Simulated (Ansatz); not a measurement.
Harmonic frequencies (cm⁻¹) at PBE0-D4/def2-TZVP from Ansatz: 299, 438, 583, 662, 745, 812, 844, 861, 948, 966, 1007, 1098, 1117, 1467, 2615, 2732, 3119, 3205.

(1) Which molecule is it?
A. `[AlH2][NH][AlH2]`
B. `B1BSC1`
C. `N=[C]1[CH2][AlH]1`
D. `O=C([SiH3])S`

## Answers

(1) B.
